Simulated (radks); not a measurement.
Results of a calculation; reference values are marked as such.
Task: The table gives one normalised radial function P(r) = r R(r) of Fe2+ in [Ar] 3d5 4p1 (r in bohr). Code: a radial shooting solver on a logarithmic mesh with Libxc functionals. Model: scalar-relativistic Kohn-Sham, r2SCAN, spin-polarised, spherical densities, finite nucleus; open shells are filled with parallel spins first; meta-GGA in the generalised Kohn-Sham scheme; Fermi nuclear charge, rms radius 3.7377 fm.

r,P
0.002526,0.0014
0.002871,0.0018
0.00329,0.0023
0.003769,0.0030
0.004318,0.0039
0.004907,0.0049
0.005622,0.0064
0.006441,0.0082
0.00738,0.0106
0.008455,0.0136
0.009609,0.0172
0.01101,0.0221
0.01261,0.0282
0.01445,0.0360
0.01642,0.0452
0.01882,0.0572
0.02156,0.0722
0.0247,0.0907
0.0283,0.1133
0.03216,0.1388
0.03685,0.1711
0.04221,0.2089
0.04836,0.2526
0.05497,0.2989
0.06298,0.3529
0.07215,0.4103
0.08266,0.4687
0.0947,0.5243
0.1076,0.5694
0.1233,0.6036
0.1413,0.6162
0.1619,0.5990
0.184,0.5485
0.2108,0.4522
0.2415,0.3091
0.2766,0.1209
0.317,-0.1048
0.3602,-0.3396
0.4127,-0.5933
0.4728,-0.8272
0.5417,-1.0161
0.6157,-1.1326
0.7054,-1.1784
0.8081,-1.1422
0.9259,-1.0357
1.061,-0.8792
1.206,-0.7085
1.381,-0.5257
1.582,-0.3611
1.813,-0.2281
2.061,-0.1361
2.361,-0.0713
2.705,-0.0335
3.099,-0.0140
3.55,-0.0051
4.035,-0.0017
4.623,-0.0004
5.296,-0.0001
6.068,0.0000
6.896,0.0000
7.901,0.0000
9.052,0.0000

Which n and l does it have? It may be an empty orbital.

Result: n = 3, l = 1: the number of nodes gives n - l - 1 = 1, the rise at small r (about r^(l+1)) gives l, and the extent must fit the shell. The curve is that of 3p up; the table hardly tells the two spins apart. 3p up: eigenvalue -91.252 eV, 1 radial node at r = 0.298 bohr, <r> = 0.843 bohr, 90 % of the charge inside 1.29 bohr.
